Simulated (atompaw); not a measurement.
## Logarithmic derivatives: oxygen (O), PAW (atompaw)

- Element: O
- Generator: atompaw 4.2.0.5
- Type: PAW
- Functional: LDA (PW92)
- Relativity: non-relativistic
- Frozen core: [He]
- Valence charge: 6
- Reference configuration: 2s2 2p3.75 (charge +0.25)
- Partial waves: 2s (bound): rc 1.36 bohr; 2s channel at -1.55 Ry: rc 0.80 bohr; 2p (bound): rc 1.50 bohr; 2p channel at 3.85 Ry: rc 1.50 bohr; 3d channel at -0.15 Ry: rc 1.50 bohr; 3d channel at 2.35 Ry: rc 1.50 bohr
- Local potential: troulliermartins scheme with l = 3 at 0.5 Ry, radius 1.45 bohr
- Core correction: smooth core density matched at 0.85 bohr
- Augmentation charge: sinc compensation charge, radius 1.40 bohr; PAW radius 1.50 bohr; waves and projectors: custom polynom vanderbiltortho

The phase is arctan(r·u′/u) with u = r·R(r), unwrapped; energies in Ry, scanned from -4 to 5 Ry. A pole is an energy at which the radial function vanishes at the test radius. The pseudo phase is shifted by a multiple of π to meet the all-electron one at the reference energy, and phase errors are pseudo minus all-electron; the curves can meet again beyond the range given. Levels narrower than the energy grid can be missing from the lists of poles.

Q: For each channel, where are the poles, and over which energies does the pseudopotential scatter like the atom?

A:

```tsv
channel	radius (bohr)	reference energy (Ry)	poles, all-electron	poles, pseudo	unbroken range about the reference energy with phases within 0.05 rad	phase error 1 Ry above the reference energy (rad)
s	1.50	-2.01	-0.20	-0.21, 1.47	below 1.3	-0.000
p	1.50	-0.93	0.62	0.62	the whole range	+0.001
d	1.50	-0.15	none	none	the whole range	+0.000
```

Phases in the s channel:

```
E (Ry)  all-electron  pseudo
 -4.00         0.968   0.968
 -3.52         0.798   0.798
 -3.04         0.458   0.458
 -2.56        -0.204  -0.204
 -2.08        -0.875  -0.875
 -1.60        -1.225  -1.225
 -1.12        -1.402  -1.402
 -0.64        -1.506  -1.506
 -0.16        -1.576  -1.577
  0.32        -1.629  -1.630
  0.80        -1.672  -1.677
  1.28        -1.709  -1.749
  1.76        -1.745  -4.858
  2.24        -1.779  -4.901
  2.72        -1.815  -4.937
  3.20        -1.855  -4.973
  3.68        -1.900  -5.011
  4.16        -1.953  -5.055
  4.64        -2.020  -5.106
```
